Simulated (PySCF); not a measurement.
Species: C4H9N2Si2 (doublet state).
Geometry (GFN2-xTB, Å), atoms numbered from 1 in this order:
```xyz
17
C4H9N2Si2 angstrom
N      4.2938   -1.5669    0.4350
C      3.6785   -0.5995    0.4356
Si     2.6345    0.9476    0.3976
Si     0.7580    0.5429   -0.8988
C     -0.7169    0.0021    0.1767
C     -1.9663   -0.3225   -0.6595
C     -3.1293   -0.7405    0.1252
N     -3.2686   -0.8597    1.3482
H      2.3999    1.2352    1.8182
H      3.5603    1.9589   -0.1247
H      0.3557    1.7530   -1.6353
H      0.9876   -0.5007   -1.9088
H     -0.4589   -0.8810    0.7642
H     -0.9764    0.7821    0.8952
H     -2.2634    0.5508   -1.2475
H     -1.7433   -1.1239   -1.3695
H     -4.1525   -1.1660    1.7372
```

The hyperfine couplings belong to this conformer and change with its torsions.

As a line formula: `[H]/N=[C]/CC[SiH2][SiH2]C#N` [radical].

Method: UKS B3LYP, pcH-1 on C H N Si, non-relativistic, mean-field spin-orbit, GIAO (PySCF 2.14.0). The structure is a single GFN2-xTB conformer in the gas phase; no vibrational or solvent corrections. Couplings are sensitive to structure, and on GFN2-xTB geometries they can be far from those on DFT ones.

Question: Count the α and β electrons and give S(S+1).

Answer: Nα = 38, Nβ = 37 (75 in all), and S(S+1) = 0.75 for S = 1/2.

Mulliken spin populations, one withheld:

| atom | bound to | population |
| --- | --- | --- |
| N1 | C2 | +0.0006 |
| C2 | N1, Si3 | -0.0002 |
| Si3 | C2, Si4, H9, H10 | +0.0053 |
| Si4 | Si3, C5, H11, H12 | +0.0080 |
| C5 | Si4, C6, H13, H14 | +0.0544 |
| C6 | C5, C7, H15, H16 | +0.0024 |
| C7 | C6, N8 | +0.7346 |
| N8 | C7, H17 | ? |
| H9 | Si3 | -0.0003 |
| H10 | Si3 | +0.0019 |
| H11 | Si4 | -0.0005 |
| H12 | Si4 | -0.0004 |
| H13 | C5 | -0.0009 |
| H14 | C5 | -0.0008 |
| H15 | C6 | +0.0005 |
| H16 | C6 | +0.0007 |
| H17 | N8 | +0.0358 |

Question: Complete the table.

Answer: 1 − (0.8411) gives +0.159, since all populations sum to 2S.

Question: Sum the populations by element and by sign.

Answer: Carbon +0.79, nitrogen +0.16, hydrogen +0.04, silicon +0.01. The positive populations sum to 1.00, the negative ones to 0.00.

Question: The run gives ⟨S²⟩ = 0.7530. What does that say of the overlap of α and β orbitals, and of the weight of higher spin?

Answer: For a single determinant ⟨S²⟩ = S(S+1) + Nβ − Σ|⟨iα|jβ⟩|², so the squared overlaps of occupied orbitals sum to 37 − 0.0030 = 36.9970. If the quartet state (S + 1) were the only admixture, its weight would be 0.0030/(2S + 2) = 0.10 %.

Question: What Fermi-contact NMR shifts do the couplings of Si3, Si4, C5, N8, H9/H10, H11/H12, H13/H14 imply at 250 K (Curie law, g = gₑ)?

Answer: δ = a_FC·h·gₑ μB S(S+1)/(3 g_N μN kT), with k/h = 20836.6 MHz/K:

| nuclei | isotope | a_FC (MHz) | g_N | contact shift (ppm) |
| --- | --- | --- | --- | --- |
| Si3 | 29Si | -8.69 | -1.1106 | +1381 |
| Si4 | 29Si | -7.55 | -1.1106 | +1199 |
| C5 | 13C | 27.83 | 1.4048 | +3496 |
| N8 | 14N | 7.44 | 0.4038 | +3252 |
| H9/H10 | 1H | 1.50 | 5.5857 | +47 |
| H11/H12 | 1H | -0.31 | 5.5857 | -10 |
| H13/H14 | 1H | -3.44 | 5.5857 | -109 |

The shifts go as 1/T: at 300 K they are 0.833 times these. Entries for several nuclei are means.

Class means assume fast exchange of nuclei equivalent by connectivity; if that motion is slow, each nucleus keeps its own coupling.

The run took 2.1 min wall (with the writing of density and orbital grids) on Arm Neoverse V1, one thread, shared host with 64 logical CPUs at a one-minute load of 39, and the process peaked at 1.1 GiB of memory.
